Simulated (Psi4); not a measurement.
F2Sr, charge -1, doublet, geometry from GFN2-xTB (such geometries of metal compounds can be far from the true shape) (a state made from the parent by changing its charge; the spin is typed, not shown lowest) (core potentials on Sr) (a gas-phase anion, which may not be bound at this level), atoms displaced at random by about 0.08 Å a coordinate; R2SCAN/def2-SVP, gradient run with Psi4.

Input for Psi4:
```
memory 2 GB

molecule {
-1 2
  Sr    0.17727673    0.01566988   -0.12492595
  F    -0.42915006    1.42009163   -1.15239704
  F     0.22999279   -1.63040510    1.39784440
symmetry c1
no_reorient
no_com
}

set basis def2-svp
set reference uks

gradient('r2scan')
print_variables()
```

What the program printed (banner, timings and long lists left out):

```
gradient() will perform analytic gradient computation.

   => Loading Basis Set <=

    Name: DEF2-SVP
    Role: ORBITAL
    Keyword: BASIS

    !!!  WARNING: ECP capability is in beta. Please check occupations closely.  !!!

         ---------------------------------------------------------
                                   SCF
               by Justin Turney, Rob Parrish, Andy Simmonett
                          and Daniel G. A. Smith
                              UKS Reference
         ---------------------------------------------------------

  ==> Geometry <==

    Molecular point group: c1
    Full point group: C1

    Geometry (in Angstrom), charge = -1, multiplicity = 2:

       Center              X                  Y                   Z               Mass
    ------------   -----------------  -----------------  -----------------  -----------------
         SR           0.177276730000     0.015669880000    -0.124925950000    87.905612500000
         F           -0.429150060000     1.420091630000    -1.152397040000    18.998403162730
         F            0.229992790000    -1.630405100000     1.397844400000    18.998403162730

  Running in c1 symmetry.

  Rotational constants: A =      3.82109  B =      0.10845  C =      0.10549 [cm^-1]
  Rotational constants: A = 114553.25692  B =   3251.28718  C =   3162.48971 [MHz]
  Nuclear repulsion =   57.712602083527095

  Charge       = -1
  Multiplicity = 2
  Electrons    = 29
  Nalpha       = 15
  Nbeta        = 14

  ==> Algorithm <==

  SCF Algorithm Type is DF.
  DIIS enabled.
  MOM disabled.
  Fractional occupation disabled.
  Guess Type is SAD.
  Energy threshold   = 1.00e-08
  Density threshold  = 1.00e-08
  Integral threshold = 1.00e-12

  ==> Primary Basis <==

  Basis Set: DEF2-SVP
    Blend: DEF2-SVP
    Number of shells: 21
    Number of basis functions: 51
    Number of Cartesian functions: 55
    Spherical Harmonics?: true
    Max angular momentum: 2

  Core potential: DEF2-SVP
    Number of shells: 4
    Number of ECP primitives: 10
    Number of ECP core electrons: 28
    Max angular momentum: 3

  ==> DFT Potential <==

   => LibXC <=

    Version 7.1.2
    S. Lehtola, C. Steigemann, M. J. T. Oliveira, and M. A. L. Marques,  SoftwareX 7, 1–5 (2018) (10.1016/j.softx.2017.11.002)

   => Composite Functional: R2SCAN <=

    r2SCAN Meta-GGA XC Functional  (0.1021/acs.jpclett.0c02405)
    J. W. Furness, A. D. Kaplan, J. Ning, J. P. Perdew, J. Sun  J. Phys. Chem. Lett.  11, 8208–8215, 2020

[...]
  @DF-UKS Final Energy:  -230.26984144393251
    Total Energy =                       -230.2698414439325063
[...]
    J tasked:                  Yes
    K tasked:                   No
    wK tasked:                  No
    Integrals threads:           1
    Schwarz Cutoff:          1E-12
    Fitting Condition:       1E-10

   => Auxiliary Basis Set <=

  Basis Set: (DEF2-SVP AUX)
    Blend: DEF2-UNIVERSAL-JKFIT
    Number of shells: 81
    Number of basis functions: 265
    Number of Cartesian functions: 325
    Spherical Harmonics?: true
    Max angular momentum: 4

  ==> DFT Potential <==

   => LibXC <=

    Version 7.1.2
    S. Lehtola, C. Steigemann, M. J. T. Oliveira, and M. A. L. Marques,  SoftwareX 7, 1–5 (2018) (10.1016/j.softx.2017.11.002)

   => Composite Functional: R2SCAN <=

    r2SCAN Meta-GGA XC Functional  (0.1021/acs.jpclett.0c02405)
    J. W. Furness, A. D. Kaplan, J. Ning, J. P. Perdew, J. Sun  J. Phys. Chem. Lett.  11, 8208–8215, 2020

    Deriv               =              1
    GGA                 =           TRUE
    Meta                =           TRUE

    Exchange Hybrid     =          FALSE
    MP2 Hybrid          =          FALSE

   => Exchange Functionals <=

    1.0000   XC_MGGA_X_R2SCAN

   => Correlation Functionals <=

    1.0000   XC_MGGA_C_R2SCAN

   => LibXC Density Thresholds  <==

    XC_MGGA_C_R2SCAN:  1.00E-15
    XC_MGGA_X_R2SCAN:  1.00E-11

   => Molecular Quadrature <=

    Radial Scheme          =       TREUTLER
    Pruning Scheme         =           NONE
    Nuclear Scheme         =       TREUTLER

    Blocking Scheme        =         OCTREE
    BS radius alpha        =              1
    Pruning alpha          =              1
    Radial Points          =             75
    Spherical Points       =            302
    Total Points           =          65188
    Total Blocks           =            562
    Max Points             =            253
    Max Functions          =             50
    Weights Tolerance      =       1.00E-15

  -Total Gradient:
     Atom            X                  Y                   Z
    ------   -----------------  -----------------  -----------------
       1       -0.070707775512     0.140286985157    -0.097729521140
       2        0.066549272860    -0.141139617632     0.100544261741
       3        0.004690007792     0.000550895861    -0.002788183792

  Variable Map:
  ----------------------------------------------------------------------------
[...]
  Array Variable Map:
  ----------------------------------------------------------------------------
[...]
[...]
```
